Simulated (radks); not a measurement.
Neutral dysprosium inside a hard spherical wall (all orbitals vanish at R), configuration held at [Xe] 4f10 6s2 and not refilled when levels cross. Method: scalar-relativistic Kohn-Sham, PBE, spin-polarised, spherical densities, finite nucleus; open shells are filled with parallel spins first (spin-orbit coupling, left out, can overturn this in heavy ions); Fermi nuclear charge, rms radius 5.2218 fm; computed with a radial shooting solver on a logarithmic mesh with Libxc functionals. Eigenvalues in eV for spin up, with the zero of energy where the potential of the charges vanishes at infinity; a dash marks a level that is unbound or too diffuse for the functional's potential to be trusted. A positive occupied level is held by the wall or, in an anion where self-interaction has pushed it up, behind a barrier. The pressure on the wall is -dE/dV.

R (bohr)  E (hartree)  kinetic (hartree)    e(5s)    e(5p)   e(4f)   e(6s)  e(5d, empty)  e(6p, empty)  pressure (GPa)
free      -12156.2832          13112.525  -49.686  -25.920  -4.369  -3.805        -1.303        -1.178               0
20        -12156.2832          13112.525  -49.686  -25.920  -4.369  -3.805        -1.303        -1.177        < 0.0001
15        -12156.2832          13112.525  -49.684  -25.917  -4.366  -3.803        -1.299        -1.162        0.000192
12        -12156.2829          13112.529  -49.651  -25.885  -4.334  -3.778        -1.265        -1.073         0.00600
8         -12156.2661          13112.639  -49.003  -25.246  -3.696  -3.206        -0.642         0.085           0.582
7         -12156.2399          13112.770  -48.406  -24.663  -3.106  -2.557        -0.048         1.213            1.91
6         -12156.1732          13113.057  -47.380  -23.673  -2.077  -1.175         1.043         3.470            6.75
5         -12155.9923          13113.753  -45.590  -21.976  -0.225   2.011         3.145         8.357            27.6
3.5       -12154.6557          13118.775  -38.509  -15.166   7.812  20.574        12.810        33.631             419
3         -12152.9295          13125.196  -32.318   -8.698  15.303  40.418        22.090        58.170            1350
2.5       -12148.5172          13140.785  -19.968    5.202  29.971  83.404        41.465        108.21            5270
